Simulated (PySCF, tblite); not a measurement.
C4H11FO2Si2.
Structure used (GFN2-xTB), in Å, numbered top down from 1:
```xyz
20
C4H11FO2Si2 angstrom
O      0.9720    2.5556    0.4230
Si     0.0463    1.4873    1.2242
C     -0.5683    0.1153    0.0685
C      0.1819   -0.3298   -0.9327
O      1.4145    0.1791   -1.1846
Si     2.5799   -0.2659   -2.2270
C     -1.9136   -0.4991    0.3189
C     -1.9318   -1.2888    1.6233
F     -1.8343   -0.4484    2.7060
H      1.5897    2.2315   -0.2290
H     -1.0753    2.3100    1.6534
H      0.7993    0.8632    2.3149
H     -0.1431   -1.1113   -1.6157
H      3.0496   -1.6216   -1.9324
H      2.0833   -0.2311   -3.6049
H      3.5550    0.7730   -1.9315
H     -2.6678    0.2872    0.3876
H     -2.1865   -1.1799   -0.4912
H     -1.0837   -1.9782    1.6826
H     -2.8723   -1.8372    1.7437
```

Method used: PBE0/pcSseg-1 in PySCF (dipole) on a GFN2-xTB geometry, gas phase.

Masses are those of the commonest isotopes; rigid-rotor values at the optimised geometry. The values belong to one conformer with, in the numbering `[OH:1][SiH2:2]/[C:3](=[CH:4]\[O:5][SiH3:6])[CH2:7][CH2:8][F:9]`, H–O1–Si2–C3 -40°, O1–Si2–C3–C4 34°, C3–C4–O5–Si6 173°, Si2–C3–C7–C8 -67°, C3–C7–C8–F9 69°.

Question: Give the principal moments of inertia and the rotational constants in MHz.

Answer: Ia = 286.26, Ib = 824.20, Ic = 1032.57 u·Å²; 505379 MHz·u·Å²/I gives A = 1765, B = 613.2, C = 489.4 MHz.

Question: Classify the top.

Answer: An asymmetric top; Ray's κ = -0.806.

Question: What does the inertial defect say?

Answer: Not planar: Δ = Ic − Ia − Ib = -77.89 u·Å². For a rigid frame Δ = −2 Σ m c², so Σ m c² = 38.95 u·Å² lies off the ab plane: 12.38 from hydrogen and 26.57 from heavier atoms. The atom farthest from that plane is 1.68 Å away.

Question: Where do the levels up to J = 3 lie, in MHz?

Answer: Above 0(0,0):
J = 1: 1(0,1) 1103, 1(1,1) 2255, 1(1,0) 2379
J = 2: 2(0,2) 3298, 2(1,2) 4336, 2(1,1) 4708, 2(2,1) 8164, 2(2,0) 8174
J = 3: 3(0,3) 6569, 3(1,3) 7453, 3(1,2) 8195, 3(2,2) 11472, 3(2,1) 11519, 3(3,1) 17549, 3(3,0) 17549

Question: Which types of transition are allowed, and where do some lines up to J = 4 fall?

Answer: The dipole components are |μa| = 2.16 D, |μb| = 4.07 D, |μc| = 0.27 D. Intensities carry the squares of the components, which stand as 0.28 : 1.00 : 0.00 (a : b : c). Some lines, for components of 0.1 D or more:

| type | branch | J(Ka,Kc) | MHz | lower level (cm⁻¹) |
| --- | --- | --- | --- | --- |
| b | Q | 2(1,1) ← 2(0,2) | 1409 | 0.110 |
| a | R | 2(1,2) ← 1(1,1) | 2081 | 0.075 |
| a | R | 3(1,3) ← 2(1,2) | 3117 | 0.145 |
| a | R | 3(0,3) ← 2(0,2) | 3270 | 0.110 |
| a | R | 4(2,3) ← 3(2,2) | 4403 | 0.383 |
| a | R | 4(3,1) ← 3(3,0) | 4431 | 0.585 |
| b | R | 2(2,0) ← 1(1,1) | 5919 | 0.075 |
| c | Q | 3(3,1) ← 3(2,1) | 6030 | 0.384 |
| c | R | 3(2,2) ← 2(1,2) | 7136 | 0.145 |
| c | R | 4(2,2) ← 3(1,2) | 7819 | 0.273 |
| c | R | 3(3,0) ← 2(2,0) | 9375 | 0.273 |
| c | R | 4(4,0) ← 3(3,0) | 12911 | 0.585 |
| b | R | 4(4,0) ← 3(3,1) | 12911 | 0.585 |

Question: Estimate the classical rotational partition function at 10 K, 25 K and 500 K.

Answer: Point group C1, symmetry number σ = 1; q = (√π/σ)·√((kT/h)³/(ABC)), k/h = 20836.6 MHz/K: 7320 at 10 K, 29000 at 25 K, 2590000 at 500 K.

Its GFN2-xTB frequencies are all real (lowest 21 cm⁻¹). These are rigid-rotor constants of the computed structure; measured ground-state constants (B0) also hold zero-point vibration. A rigid rotor knows nothing of internal rotation, which can split or shift real lines.
